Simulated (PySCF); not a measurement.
cis-Sn(NH3)2F4.
Cartesian coordinates in Å at the PBE0-D3(BJ)/def2-SVP level; atoms count from 1:
```
atom  x, y, z in Å
Sn1   -0.6238   -0.0015   -0.6249
N2    -0.7733   -0.0189    1.6605
H3    -1.7920    0.0276    1.7420
H4    -0.3668    0.7942    2.1195
H5    -0.4490   -0.8899    2.0775
F6    -0.4400    0.0078   -2.5600
N7     1.6617    0.0021   -0.7742
H8     1.7460   -0.0398   -1.7927
H9     2.1238   -0.8093   -0.3681
H10    2.0718    0.8744   -0.4446
F11   -2.5584    0.0109   -0.4421
F12   -0.2750    1.8928   -0.2732
F13   -0.2946   -1.9025   -0.2975
```

Method: PBE0-D3(BJ)/def2-SVP geometry optimisation, gas phase, def2 core potentials past Kr in PySCF.

Which atoms are bound to Sn1, and at what distances?

6 atoms: F11 1.943 Å, F6 1.944 Å, F13 1.957 Å, F12 1.958 Å, N7 2.290 Å, N2 2.290 Å. The nearest atom not counted as bound is H3, at 2.64 Å (others tie with it).

List the angles at Sn1.

| angle | degrees | distance of the outer atoms (Å) |
| --- | --- | --- |
| N2–Sn1–F6 | 178.3 | 4.23 |
| N7–Sn1–F11 | 178.3 | 4.23 |
| F12–Sn1–F13 | 151.6 | 3.80 |
| F6–Sn1–F11 | 100.8 | 3.00 |
| F11–Sn1–F13 | 99.1 | 2.97 |
| F6–Sn1–F12 | 99.1 | 2.97 |
| F6–Sn1–F13 | 98.9 | 2.96 |
| F11–Sn1–F12 | 98.9 | 2.96 |
| N2–Sn1–N7 | 97.5 | 3.44 |
| N7–Sn1–F13 | 81.1 | 2.77 |
| N2–Sn1–F11 | 80.9 | 2.76 |
| F6–Sn1–N7 | 80.8 | 2.76 |
| N2–Sn1–F12 | 80.8 | 2.76 |
| N2–Sn1–F13 | 80.6 | 2.76 |
| N7–Sn1–F12 | 80.4 | 2.75 |

Describe the arrangement about Sn1 in numbers.

The three widest angles are 178.3°, 178.3° and 151.6°, the others run from 80.4° to 100.8°. The Sn–F distances aren't all alike: 1.943 to 1.958 Å.

What are the other bond lengths?

N2–H3 and 5 like bonds 1.020 Å.

Point group: near C2v, missed by 0.13 Å at most; the miss may be what the optimiser left on a soft mode (C2 holds within 0.08 Å). Charge 0, singlet. PBE0-D3(BJ)/def2-SVP frequencies: not computed here.
